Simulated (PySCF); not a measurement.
Sn(Me)2(Cl) (C2H6ClSn), SMILES [CH3][Sn+]([CH3])[Cl], charge +1.

Geometry: B3LYP-D3(BJ)/def2-SVP. The spin state was assumed, not searched. The isomer is the one that the SMILES or the coordinates give; other isomers of the formula were not compared. The def2 effective core potentials stand for the cores of Sn; spin–orbit coupling is left out.

These are IEF-PCM-ωB97X/def2-SVP in PySCF values and carry that method's errors.

The values are the electrostatic part of the solvation free energy, E(continuum) − E(gas) at the gas-phase geometry, in a cavity of scaled van der Waals radii (PySCF's table); cavitation and dispersion terms are not included. A continuum can't describe solvent molecules that bind to the metal. In vacuum the orbital gap is 9.85 eV.

```
solvent              ε  ΔG(elec) (kcal/mol)  gap (eV)
---------------  -----  -------------------  --------
water            78.36                -59.3     10.28
tetrahydrofuran   7.43                -51.5     10.20
methanol         32.61                -58.1     10.26
```
